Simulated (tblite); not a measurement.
Compound: C5H7F2 (doublet state).
Geometry (GFN2-xTB, Å), atoms numbered from 1 in this order:
```xyz
14
C5H7F2 angstrom
F     -1.116   -1.272    1.162
C     -0.881   -0.777   -0.099
C      0.593   -0.969   -0.454
C      1.299    0.201    0.247
C      0.278    1.268    0.293
C     -1.052    0.758   -0.099
F     -2.072    1.173    0.734
H     -1.580   -1.294   -0.763
H      0.950   -1.941   -0.120
H      0.711   -0.898   -1.535
H      2.213    0.510   -0.268
H      1.597   -0.090    1.264
H      0.423    2.238    0.723
H     -1.364    1.093   -1.106
```

Computed values, GFN2-xTB/tblite, gas phase, harmonic and unscaled. This tight-binding method is rough: wavenumbers can miss measured ones by several per cent, in bad cases by 10 to 20. One conformer, not necessarily the lowest. Open shells enter through the occupations alone, without spin polarisation, and single modes of such species can be off by tens of per cent.

Harmonic wavenumbers (cm⁻¹): 91.5, 152.7, 213.2, 327.8, 366.0, 423.5, 514.5, 649.4, 741.3, 816.8, 865.5, 930.1, 967.5, 992.3, 1025.8, 1044.8, 1067.4, 1089.3, 1139.8, 1171.6, 1195.5, 1227.6, 1255.5, 1267.6, 1290.9, 1299.8, 1315.0, 1441.1, 1463.4, 2777.1, 2863.7, 2940.7, 2943.9, 3007.5, 3025.9, 3172.7.

A = 3732, B = 2769, C = 1936 MHz; mass 105.052 u (most abundant isotopes); point group C1, symmetry number 1; spin multiplicity 2.

Task: What is the zero-point energy?

Result: ½Σν̃ = 23539 cm⁻¹ = 67.30 kcal/mol.

Task: What is S at 273.15 K and 1 bar for an ideal gas of classical rigid rotors and harmonic oscillators?

Result: Translation 39.46, rotation 26.92, vibration 12.57, spin (R ln 2) 1.38: S = 80.3 cal/(mol K).

Task: And Cp and H(273.15 K) − H(0)?

Result: Cp = 24.63 cal/(mol K), of which vibrations give 16.68 (their classical limit is 36 R = 71.5); H(273.15 K) − H(0) = 4.19 kcal/mol without the zero-point energy, 2.02 from vibrations.

Task: What must be added to the electronic energy to get the Gibbs energy at 273.15 K and 1 bar?

Result: ZPE + [H(273.15 K) − H(0)] − T·S = 67.30 + 4.19 − 21.94 = 49.55 kcal/mol.

Task: How do the functions run with temperature in this model?

Result: 
```
 T (K)  S (cal/(mol K))  Cp (cal/(mol K))  H − H(0) (kcal/mol)  G − H(0) (kcal/mol)  ln q(vib)
    50             55.0               9.8                 0.42                -2.32       0.09
   100             62.7              12.9                 0.99                -5.28       0.49
298.15             82.6              26.6                 4.83               -19.79       2.95
373.15             89.2              32.7                 7.05               -26.23       4.03
   500            100.0              41.5                11.78               -38.24       5.97
   750            119.3              53.4                23.77               -65.72       9.96
  1000            135.8              60.7                38.10               -97.66      13.86
```

q(vib) and H(0) count from the zero-point level.

Hindered rotation and anharmonicity are outside this model. Other conformers, if any are populated, would add a mixing term that is left out. The structure is chiral; the term R ln 2 for an equal mix with its mirror image is left out.
